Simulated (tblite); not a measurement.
C7H4ClFO.
Bonds: O1–C2 (double), C2–F3, C2–C4, C4–C5 (aromatic), C5–C6 (aromatic), C6–C7 (aromatic), C7–Cl8, C7–C9 (aromatic), C9–C10 (aromatic), C4–C10 (aromatic). Hydrogens: H11 on C5; H12 on C6; H13 on C9; H14 on C10.

Computed with GFN2-xTB (tblite), gas phase: L-BFGS steps from a force-field or distance-geometry start until the largest atomic force falls under 0.01 eV/Å.

Step 15: E = -826.4406 eV
```
atom  x, y, z in Å  |  force x, y, z in eV/Å
O1      2.9360    1.3149   -0.3567   -0.001   0.000   0.001
C2      2.3405    0.2991   -0.2248    0.022   0.012  -0.007
F3      3.0435   -0.8734   -0.1904   -0.035  -0.037   0.006
C4      0.8994    0.0928   -0.0863    0.010   0.002  -0.001
C5      0.3305   -1.1731    0.0604    0.011   0.003   0.004
C6     -1.0375   -1.3043    0.1882   -0.004  -0.008  -0.008
C7     -1.8409   -0.1713    0.1689   -0.002   0.008   0.009
Cl8    -3.5456   -0.3324    0.3278   -0.007  -0.016   0.001
C9     -1.2862    1.0953    0.0245   -0.011   0.008  -0.008
C10     0.0795    1.2246   -0.1040    0.001  -0.001   0.004
H11     0.9553   -2.0527    0.0755    0.038   0.017  -0.005
H12    -1.4845   -2.2788    0.3009   -0.011  -0.011   0.004
H13    -1.9260    1.9625    0.0128   -0.009   0.024  -0.002
H14     0.5354    2.1962   -0.2189   -0.001  -0.001   0.002
```

Step 16: E = -826.4407 eV
```
atom  x, y, z in Å  |  force x, y, z in eV/Å
O1      2.9381    1.3136   -0.3570   -0.019  -0.027   0.008
C2      2.3408    0.2987   -0.2244    0.032   0.026  -0.015
F3      3.0422   -0.8756   -0.1903   -0.044  -0.018   0.007
C4      0.8990    0.0941   -0.0860    0.018  -0.006  -0.005
C5      0.3304   -1.1721    0.0599    0.008  -0.001   0.011
C6     -1.0376   -1.3049    0.1883    0.006   0.009  -0.011
C7     -1.8407   -0.1713    0.1693   -0.013  -0.005   0.005
Cl8    -3.5456   -0.3327    0.3278   -0.005  -0.016   0.003
C9     -1.2868    1.0956    0.0243   -0.004  -0.003  -0.005
C10     0.0787    1.2255   -0.1042    0.012  -0.012   0.009
H11     0.9568   -2.0506    0.0752    0.033   0.012  -0.006
H12    -1.4839   -2.2800    0.3009   -0.008   0.001   0.003
H13    -1.9264    1.9626    0.0126   -0.018   0.028  -0.002
H14     0.5345    2.1967   -0.2187    0.003   0.013  -0.001
```

Step 17: E = -826.4409 eV
```
atom  x, y, z in Å  |  force x, y, z in eV/Å
O1      2.9406    1.3119   -0.3573   -0.025  -0.045   0.011
C2      2.3413    0.2981   -0.2241    0.024   0.026  -0.018
F3      3.0399   -0.8786   -0.1901   -0.044   0.003   0.007
C4      0.8989    0.0955   -0.0857    0.015  -0.014  -0.006
C5      0.3304   -1.1711    0.0596    0.015  -0.002   0.015
C6     -1.0375   -1.3054    0.1882    0.007   0.012  -0.008
C7     -1.8406   -0.1715    0.1699   -0.017  -0.006  -0.003
Cl8    -3.5458   -0.3334    0.3278   -0.002  -0.015   0.004
C9     -1.2876    1.0959    0.0240   -0.001  -0.016   0.000
C10     0.0779    1.2264   -0.1043    0.018  -0.013   0.010
H11     0.9591   -2.0480    0.0748    0.022   0.007  -0.006
H12    -1.4834   -2.2813    0.3010    0.000   0.021   0.000
H13    -1.9273    1.9631    0.0124   -0.017   0.022  -0.002
H14     0.5333    2.1977   -0.2184    0.005   0.019  -0.003
```

**Question.** Estimate the geometry and energy of step 18. (The exact step hangs on the optimiser's Hessian estimate; all steps are aligned on step 17, rigid shifts and turns removed.)

**Answer.** E = -826.4411 eV, largest force 0.043 eV/Å
```
atom  x, y, z in Å  |  force x, y, z in eV/Å
O1      2.9430    1.3101   -0.3574   -0.015  -0.039   0.010
C2      2.3420    0.2976   -0.2241    0.000   0.011  -0.014
F3      3.0369   -0.8814   -0.1898   -0.032   0.014   0.005
C4      0.8992    0.0966   -0.0856    0.003  -0.010  -0.007
C5      0.3308   -1.1701    0.0596    0.010  -0.005   0.014
C6     -1.0373   -1.3056    0.1879    0.014   0.020  -0.003
C7     -1.8408   -0.1717    0.1704   -0.011  -0.008  -0.011
Cl8    -3.5460   -0.3342    0.3279    0.001  -0.016   0.005
C9     -1.2884    1.0961    0.0237    0.004  -0.013   0.005
C10     0.0775    1.2271   -0.1042    0.013  -0.008   0.009
H11     0.9616   -2.0455    0.0743    0.012   0.001  -0.005
H12    -1.4827   -2.2821    0.3011    0.005   0.032  -0.003
H13    -1.9284    1.9637    0.0121   -0.007   0.004  -0.002
H14     0.5321    2.1988   -0.2182    0.004   0.015  -0.003
```

The energy changes by -0.0002 eV. The first-order estimate −F·Δx gives -0.0002 eV and the mean of the old and new forces, exact on a quadratic surface, -0.0002 eV. The step makes an angle of 71° with the force vector and moves no atom by more than 0.004 Å.

The cost below is that of the whole relaxation. The run took 0.2 s of wall time on Arm Neoverse V1, one thread, no GPU (shared host).
